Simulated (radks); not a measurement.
All-electron atom: W38+ in [Kr]. Calculated with a radial shooting solver on a logarithmic mesh with Libxc functionals: Dirac Kohn-Sham, PBE, spin-unpolarised, spherical densities, finite nucleus; Fermi nuclear charge, rms radius 5.3658 fm.

Spin-orbit splittings of the eigenvalues, e(l+1/2) - e(l-1/2), with zeta = 2 splitting/(2l+1) and mean radii in bohr:

shell  occ.  splitting (eV)  zeta (eV)  <r> j=l-1/2  <r> j=l+1/2
2p        6            1354      902.5      0.06362      0.07155
3p        6           301.2      200.8       0.1881       0.2021
3d       10           66.09      26.43       0.1763       0.1806
4p        6           94.14      62.76       0.4008       0.4216
